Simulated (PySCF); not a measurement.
(3E)-hexa-1,3-diene (C6H10), SMILES C=C/C=C/CC.

Coordinates come from a PBE0-D3(BJ)/def2-SVP optimisation. One conformer was computed; it need not be the lowest.

The numbers are results of TDA-M06-2X/def2-SVPD in PySCF, not measurements.

Vertical excitations. The molecule is in vacuum.

Computed excitation energies, oscillator strengths and character:
```
state  energy (eV)  λ (nm)      f                                                            main pairs
-----  -----------  ------  -----  --------------------------------------------------------------------
S1            6.21     200  1.209                                                        HOMO→LUMO 93 %
S2            6.59     188  0.012                                    HOMO→LUMO+1 56 %, HOMO→LUMO+3 32 %
S3            6.68     186  0.002                                                      HOMO→LUMO+2 87 %
S4            7.00     177  0.031                                    HOMO→LUMO+3 60 %, HOMO→LUMO+1 22 %
S5            7.29     170  0.002                                    HOMO→LUMO+5 73 %, HOMO−1→LUMO 14 %
S6            7.32     169  0.002                                                      HOMO−2→LUMO 83 %
S7            7.74     160  0.004                                    HOMO→LUMO+4 57 %, HOMO→LUMO+6 25 %
S8            7.92     157  0.012  HOMO−3→LUMO 47 %, HOMO−5→LUMO 16 %, HOMO→LUMO+6 8 %, HOMO−6→LUMO 7 %
S9            7.93     156  0.021                                    HOMO→LUMO+6 52 %, HOMO→LUMO+4 23 %
S10           8.06     154  0.001  HOMO−4→LUMO 38 %, HOMO→LUMO+7 25 %, HOMO−5→LUMO 7 %, HOMO−7→LUMO 7 %
T1            3.47     357      0                                                        HOMO→LUMO 94 %
T2            5.38     230      0                                    HOMO−1→LUMO 45 %, HOMO→LUMO+5 39 %
T3            6.60     188      0                                    HOMO→LUMO+1 62 %, HOMO→LUMO+3 27 %
T4            6.68     186      0                                                      HOMO→LUMO+2 89 %
```
Triplets are in the Tamm–Dancoff approximation.
